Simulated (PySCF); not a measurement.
Work out the structure from these simulated measurements.

Formula: C7H6ClN.

| Item | Value |
| --- | --- |
| 1H NMR | chemical shifts (computed TMS as zero) by class: 12.02 (1 H), 9.18 (1 H), 7.80 (1 H), 7.73 (1 H), 7.63 (1 H), 7.61 (1 H) ppm [GIAO PBE0/pcSseg-1] |
| 13C NMR | chemical shifts (computed TMS as zero) by class: 166.3 (1 C), 147.7 (1 C), 137.5 (1 C), 137.3 (1 C), 133.2 (1 C), 132.0 (1 C), 129.9 (1 C) ppm [GIAO PBE0/pcSseg-1] |
| UV, strongest line | among the 6 lowest singlet transitions: S5 at 6.01 eV (206 nm, f = 0.268) [TDDFT PBE0/def2-SVPD] |
| Rotational structure | rotational constants A, B, C: 1.614, 1.535, 0.787 GHz [GFN2-xTB] |
| NMR, other nuclei | isotropic shieldings of nuclei other than C and H, by class: -78 (1 N), 746 (1 Cl) ppm [GIAO PBE0/pcSseg-1] |
| Polarisability | 102.3 au [PBE0/def2-SVPD] |
| UV, first state | lowest singlet excitation: 4.22 eV (294 nm, f = 0.001) [TDDFT PBE0/def2-SVPD] |

Electronic properties: PySCF, gas phase, density fitting. Levels stand in brackets. Isolated species at its GFN2-xTB geometry (one conformer only). NMR values are class means; diastereotopic atoms form classes of their own.

Problem. What is the compound? Reason from the data.

Solution. Numbering: `[H]/[N:1]=[CH:2]\[c:3]1[cH:4][cH:5][cH:6][cH:7][c:8]1[Cl:9]`. Its formula, C7H6ClN, gives 5 degrees of unsaturation: 1 ring and 4 π bonds in the structure found (Kekulé form). 7 carbons fall into 7 classes; from least to most shielded: imine carbon [C2] (166.3 ppm), aromatic C–Cl carbon [C8] (147.7 ppm), aromatic CH carbon [C6] (137.5 ppm), aromatic CH carbon [C7] (137.3 ppm), substituted aromatic carbon [C3] (133.2 ppm), aromatic CH carbon [C5] (132.0 ppm), aromatic CH carbon [C4] (129.9 ppm). Hydrogen classes from least to most shielded: 1 H on an imine nitrogen, N1 (12.02 ppm), 1 H on an imine carbon, C2 (9.18 ppm), 1 H on an aromatic CH carbon, C4 (7.80 ppm), 1 H on an aromatic CH carbon, C7 (7.73 ppm), 1 H on an aromatic CH carbon, C6 (7.63 ppm), 1 H on an aromatic CH carbon, C5 (7.61 ppm). The other shieldings belong to: -78 ppm, imine nitrogen [N1]; 746 ppm, aryl chlorine [Cl9]. S1 is mainly HOMO−1→LUMO (weight 0.97); the largest Löwdin shares of the orbital it empties are 0.59 on the imine nitrogen, 0.14 on the imine carbon, 0.08 on the N–H hydrogen and 0.07 on the substituted aromatic carbon, of the orbital it fills 0.18 on the imine nitrogen, 0.15 on the imine carbon, 0.14 on an aromatic CH carbon and 0.14 on the substituted aromatic carbon. The optimised geometry has point group Cs and is an asymmetric top. Structure: `[H]/N=C\C1=CC=CC=C1Cl`. Computed isomers that give other values at the same levels: `C=Nc1cccc(Cl)c1` (13C chemical shifts (computed TMS as zero) by class: 158.2 (1 C), 155.4 (1 C), 146.5 (1 C), 135.3 (1 C), 131.3 (1 C), 127.7 (1 C), 121.0 (1 C) ppm); `C=C1C[C@@H](C#N)/C1=C/Cl` (13C chemical shifts (computed TMS as zero) by class: 147.4 (1 C), 143.3 (1 C), 131.0 (1 C), 124.5 (1 C), 122.8 (1 C), 35.7 (1 C), 25.8 (1 C) ppm); `N#C/C=C1C=C\1CCCl` (13C chemical shifts (computed TMS as zero) by class: 153.9 (1 C), 138.9 (1 C), 137.3 (1 C), 122.8 (1 C), 55.7 (1 C), 46.6 (1 C), 34.1 (1 C) ppm). The assignments are read from this structure; whether some other isomer fits the data as well wasn't checked.

Shape of the structure used: `[H]/[N:1]=[CH:2]\[c:3]1[cH:4][cH:5][cH:6][cH:7][c:8]1[Cl:9]`: N1–C2–C3–C4 0°.
